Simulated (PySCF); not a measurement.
# What a mistake does to a calculation on BGeH6Si cation

Calculated results; nothing here was measured. They come from PySCF 2.14.0, an open-source quantum chemistry program, on an isolated molecule that a program drew, which may never have been made. The molecule is BGeH6Si cation (charge +1, singlet), drawn as the SMILES string `[BH+][GeH2][SiH3]`.

Each row is a Hartree-Fock (HF) and frozen-core CCSD(T) single point in the cc-pV(D+d)Z basis, meant for a local HF minimum. Run 1 is clean. Each other run has one planted mistake out of seven kinds, and not every kind appears here: one electron removed, one electron added, multiplicity raised by two, geometry at a saddle point, minimal basis STO-3G, one bond length entered in bohr, all coordinates scaled. The reference is restricted for singlets and unrestricted otherwise, and also for a bond in bohr. Adding or removing an electron swaps singlet and doublet. Electrons count all cores. HOMO and LUMO are orbital energies over both spins, the gradient is its largest component, and the lowest frequency (negative if imaginary) is given only where the gradient is small. Bond lengths are over the 8 bonds as drawn. T1 is the CCSD diagnostic: over 0.02 (restricted) or 0.045 (unrestricted) a single reference is doubtful. Germanium has the cc-pVDZ-PP basis, with a core potential (ECP10MDF) in place of its 10 inner electrons, and its 3s, 3p and 3d shells are frozen in CCSD(T).

Geometry of the clean run:
```xyz
9
BGeH6Si cation, angstrom
B     1.8086    0.5105   -2.2635
Ge    0.8237   -1.2079   -1.5180
Si   -0.1715   -0.7058    0.6522
H     2.3595    1.4730   -2.6809
H    -0.1314   -1.4595   -2.6819
H     1.9967   -2.1844   -1.5394
H     0.9424   -0.3421    1.5426
H    -1.1028    0.4121    0.4306
H    -0.8436   -1.9547    1.0400
```

| run | electrons | basis functions | <S^2> | HOMO (eV) | LUMO (eV) | gradient (hartree/bohr) | lowest frequency (cm^-1) | mean bond (Å) | longest bond (Å) | T1 | HF (hartree) | CCSD(T) (hartree) | mistake |
|---|---|---|---|---|---|---|---|---|---|---|---|---|---|
| 1 | 56 | 90 | 0.000 | -15.65 | -5.05 | 4.3e-05 | 73 | 1.6510 | 2.440 | 0.0184 | -610.15652 | -610.47495 | no fault |
| 2 | 55 | 90 | 0.760 | -22.97 | -13.62 | 8.3e-02 | - | 1.6510 | 2.440 | 0.0171 | -609.61987 | -609.91156 | one electron removed |
| 3 | 56 | 90 | 2.055 | -13.90 | -8.14 | 3.6e-02 | - | 1.6510 | 2.440 | 0.0281 | -610.04438 | -610.35037 | multiplicity raised by two |
| 4 | 57 | 90 | 0.768 | -7.42 | 1.65 | 3.2e-02 | - | 1.6510 | 2.440 | 0.0140 | -610.38457 | -610.71494 | one electron added |
| 5 | 56 | 90 | 0.000 | -15.94 | -5.11 | 2.1e-02 | - | 1.5915 | 2.352 | 0.0185 | -610.14705 | -610.46430 | ? |

**Which mistake was planted in run 5, and what did it cost?**

The mean and the longest bond both change by the same factor, 0.964, and the gradient is no longer small. So the mistake is: all coordinates scaled. Subtracting run 1 and multiplying by 627.51 kcal/mol a hartree, the energy moved by 5.9 kcal/mol in HF and 6.7 kcal/mol in CCSD(T).

